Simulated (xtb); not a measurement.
Ligands exchanged one at a time, Sn SiH3-C2H5. All species are isolated molecules in the gas phase. One relaxed conformer stands for each flexible species; it need not be the lowest. Strings in code marks are SMILES.

Quantity: redistribution energy (mixed species minus the weighted end members), in kcal/mol.

Case: 2 of 4 SiH3 replaced by C2H5: `C[CH2][Sn]([SiH3])([SiH3])[CH2]C` (C–C–Sn–Si torsion 63°, Si–Sn–C–C torsion -56°). The other species in the difference include `[SiH3][Sn]([SiH3])([SiH3])[SiH3]` (neutral, multiplicity 1). Geometry of `C[CH2][Sn]([SiH3])([SiH3])[CH2]C` (neutral, multiplicity 1, Å):

```xyz
23

C     -3.0468     0.2579    -0.6163
C     -1.7685     1.0724    -0.5739
Sn     0.0003    -0.1184     0.0595
Si     0.5028    -1.8311    -1.7870
Si    -0.4165    -0.8842     2.4755
C      1.6758     1.3453     0.0757
C      3.0296     0.6939     0.2806
H     -3.2764    -0.1591     0.3614
H     -3.8861     0.8808    -0.9232
H     -2.9622    -0.5645    -1.3222
H     -1.5793     1.4989    -1.5577
H     -1.8969     1.9103     0.1097
H      0.8175    -1.1661    -3.0498
H      1.6423    -2.6653    -1.4122
H     -0.6453    -2.7082    -2.0037
H     -0.9272    -2.2532     2.4995
H     -1.3966    -0.0227     3.1336
H      0.8204    -0.8490     3.2522
H      1.5039     2.0764     0.8644
H      1.6788     1.8953    -0.8640
H      3.0657     0.1547     1.2241
H      3.8172     1.4462     0.2924
H      3.2476    -0.0104    -0.5185
```

### Question
Give the redistribution energy (mixed species minus the weighted end members) at the level GFN2-xTB (xtb).

### Answer
-3.72 kcal/mol.
